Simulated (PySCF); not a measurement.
BiF and its ions

PBE0; basis Bi def2-SVPD with ECP60, F def2-SVPD; scalar-relativistic core potentials; PySCF 2.14. Neutral (UKS): triplet (π ↑↑), Re = 2.066 Å, ωe = 545 cm⁻¹, De = 3.78 eV, HOMO -6.30 eV, LUMO -2.85 eV.

BiF⁺ (UKS): doublet (π ↑), Re = 1.990 Å, ωe = 644 cm⁻¹. The energies at the minima are -314.31222 hartree for BiF and -313.99376 for BiF⁺.

**Question.** Work out the adiabatic ionisation energy, without and with harmonic zero-point energies (1 hartree = 27.2114 eV, 1 eV = 8065.5 cm⁻¹), and the change of the bond length.

**Answer.** At PBE0: 0.31846 hartree = 8.666 eV between the minima; the zero-point term (644.0 − 545.0)/2 cm⁻¹ = +0.006 eV makes it 8.672 eV. Re changes by -7.6 pm against the neutral. The electron leaves a π orbital; in so polar a molecule the change of length follows mostly from the change of the ionic charges.

BiF⁻ (UKS): doublet (π ↑), Re = 2.174 Å, ωe = 426 cm⁻¹, De = 1.28 eV to Bi + F⁻. The energies at the minima are -314.31222 hartree for BiF and -314.34372 for BiF⁻.

**Question.** Work out the adiabatic electron affinity, without and with harmonic zero-point energies (1 hartree = 27.2114 eV, 1 eV = 8065.5 cm⁻¹), and the change of the bond length.

**Answer.** At PBE0: 0.03150 hartree = 0.857 eV between the minima; the zero-point term (545.0 − 426.0)/2 cm⁻¹ = +0.007 eV makes it 0.865 eV. Re changes by +10.8 pm against the neutral. The electron enters a π orbital; in so polar a molecule the change of length follows mostly from the change of the ionic charges.

Spin–orbit coupling is left out, which matters for elements this heavy, above all for dissociation energies. For an ion De counts to the pair picked by the measured ionisation energies or electron affinities, which need not be the lowest pair at this level. The highest Kohn–Sham level is positive in this anion. Much of that is self-interaction error, but it also means that the finite basis helps to hold the extra electron. States were picked by a PBE0 search and need not be the measured ground states.
